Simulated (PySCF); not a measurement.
B3LYP has the VWN-RPA correlation part, as in Gaussian. 

## [Hf(Cl)4] (charge 0, multiplicity 1)

The numbers are results of B3LYP-D3(BJ)/def2-TZVP // r2SCAN-D4/def2-SVP (PySCF), not measurements.

The HOMO is -9.42 eV and the dipole moment is 0.00 D. The LUMO is -2.42 eV and the HOMO–LUMO gap comes out as 7.00 eV. The charge on the central atom (Mulliken) comes out as 1.21 e. The total energy is -1889.2976 Ha. The cost is very roughly 2.0 core-minutes.

Bonded distances (Å): Hf1–Cl2 2.333, Hf1–Cl3 2.333, Hf1–Cl4 2.333, Hf1–Cl5 2.333. Bond angles (°): Cl2–Hf1–Cl3 109.5, Cl2–Hf1–Cl4 109.5, Cl2–Hf1–Cl5 109.5, Cl3–Hf1–Cl4 109.5, Cl3–Hf1–Cl5 109.5, Cl4–Hf1–Cl5 109.5.
Charge 0, spin multiplicity 1.
